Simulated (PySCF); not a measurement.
C₃H₃ClF₂, SMILES F[C@@H]1C[C@@]1(F)Cl. Atoms are numbered in the order given.

```xyz
9

F      2.0320    -0.2564     0.8621
C      1.2059     0.0682    -0.1499
C      0.4592     1.3744    -0.0543
C     -0.2554     0.0793     0.1328
F     -0.6448    -0.2388     1.3729
Cl    -1.3769    -0.4876    -1.0865
H      1.5541    -0.2859    -1.1258
H      0.2893     1.9613    -0.9595
H      0.6207     1.9390     0.8688
```
Charge 0, spin multiplicity 1.

Coordinates come from a PBE0-D3(BJ)/def2-SVP optimisation. The structure was generated by enumeration; whether it is a known compound was not checked.

Level of theory: PBE/pcSseg-1 run with PySCF.

GIAO shieldings, no solvent; atoms listed in one row are averaged. δ = σ(ref) − σ: ¹⁹F against CFCl3 (σ = 133.6 ppm); ¹³C against TMS (σ = 182.0 ppm); ³⁵Cl against HCl (σ = 936.5 ppm); ¹H against TMS (σ = 31.49 ppm), references at their B3LYP-D3(BJ)/def2-TZVP geometries, non-relativistic (without spin–orbit terms, shifts of atoms bonded to Cl or Br come out too high).

Computed chemical shifts:
```tsv
nucleus	atoms	count	δ (ppm)
¹⁹F	F5	1	-199.4
¹⁹F	F1	1	-256.8
¹³C	C4	1	102.0
¹³C	C2	1	80.6
¹³C	C3	1	28.1
³⁵Cl	Cl6	1	258.0
¹H	H7	1	4.66
¹H	H9	1	1.86
¹H	H8	1	1.57
```
